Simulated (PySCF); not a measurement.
C₈H₁₃FO.
Geometry (GFN2-xTB, Å), atoms numbered from 1 in this order:
```
atom  x, y, z in Å
C1     2.587   -0.198    0.520
C2     1.067   -0.239    0.618
C3     0.372    0.070   -0.713
C4     0.537   -1.074   -1.710
C5    -1.128    0.376   -0.507
C6    -1.824   -0.606    0.397
C7    -2.244    0.056    1.464
F8    -2.884   -0.412    2.529
O9    -2.010    1.386    1.493
C10   -1.389    1.704    0.246
H11    3.030   -0.342    1.503
H12    2.961   -0.981   -0.134
H13    2.920    0.763    0.133
H14    0.752   -1.224    0.966
H15    0.748    0.489    1.368
H16    0.828    0.970   -1.144
H17    0.099   -1.989   -1.320
H18    0.049   -0.832   -2.652
H19    1.588   -1.257   -1.914
H20   -1.601    0.403   -1.494
H21   -1.928   -1.653    0.207
H22   -0.468    2.253    0.459
H23   -2.068    2.361   -0.305
```

Level of theory: PBE0/pcSseg-1 in PySCF (dipole) on a GFN2-xTB geometry, gas phase.

Take the most abundant isotopes and a rigid rotor. The values belong to one conformer with, in the numbering `[CH3:1][CH2:2][C@@H:3]([CH3:4])[C@H:5]1[CH:6]=[C:7]([F:8])[O:9][CH2:10]1`, C1–C2–C3–C4 71°, C2–C3–C5–C6 -46°.

Problem. Give the principal moments of inertia and the rotational constants in MHz.

Solution. Ia = 233.95, Ib = 632.86, Ic = 660.76 u·Å²; 505379 MHz·u·Å²/I gives A = 2160, B = 798.6, C = 764.8 MHz.

Problem. Classify the top.

Solution. A near-prolate asymmetric top; Ray's κ = -0.952.

Problem. What does the inertial defect say?

Solution. Not planar: Δ = Ic − Ia − Ib = -206.05 u·Å². For a rigid frame Δ = −2 Σ m c², so Σ m c² = 103.02 u·Å² lies off the ab plane: 22.18 from hydrogen and 80.85 from heavier atoms. The atom farthest from that plane is 2.17 Å away.

Problem. Give the other two planar moments, Paa and Pbb, and the rms extents of the mass along the axes.

Solution. Paa = Σ m a² = (Ib + Ic − Ia)/2 = 529.83 and Pbb = Σ m b² = (Ia + Ic − Ib)/2 = 130.93 u·Å². With the mass M = 144.10 u, the rms extents √(P/M) along a, b and c are 1.92, 0.95, 0.85 Å.

Problem. Which types of transition are allowed, and where do some lines up to J = 3 fall?

Solution. The dipole components are |μa| = 2.15 D, |μb| = 1.19 D, |μc| = 0.52 D. Intensities carry the squares of the components, which stand as 1.00 : 0.31 : 0.06 (a : b : c). Some lines, for components of 0.1 D or more:

```csv
type,branch,"J(Ka,Kc)",MHz,lower level (cm⁻¹)
b,R,"3(1,2) ← 2(2,1)",655,0.340
c,Q,"1(1,1) ← 1(0,1)",1362,0.052
b,Q,"3(1,2) ← 3(0,3)",1482,0.313
a,R,"1(0,1) ← 0(0,0)",1563,0.000
b,R,"2(0,2) ← 1(1,1)",1765,0.098
b,R,"1(1,1) ← 0(0,0)",2925,0.000
a,R,"2(0,2) ← 1(0,1)",3126,0.052
b,Q,"3(2,1) ← 3(1,2)",4038,0.362
c,Q,"2(2,1) ← 2(1,1)",4085,0.204
b,Q,"2(2,0) ← 2(1,1)",4086,0.204
b,Q,"3(2,2) ← 3(1,3)",4237,0.355
c,R,"2(1,1) ← 1(0,1)",4556,0.052
a,R,"3(0,3) ← 2(0,2)",4688,0.156
a,R,"3(1,2) ← 2(1,1)",4740,0.204
c,R,"3(1,2) ← 2(0,2)",6170,0.156
b,Q,"3(3,0) ← 3(2,1)",6890,0.497
b,R,"2(2,1) ← 1(1,0)",7245,0.099
b,R,"3(3,1) ← 2(2,0)",11583,0.340
c,R,"3(3,1) ← 2(2,1)",11583,0.340
```

Not checked by GFN2-xTB frequencies. No vibrational averaging or centrifugal distortion is included, and the geometry carries the error of its method. A rigid rotor knows nothing of internal rotation, which can split or shift real lines.

Hardware: one thread, x86-64 server, on a shared host. Cost: 61 s. This is the PBE0/pcSseg-1 job that gave the dipole, with the shieldings it also computed.
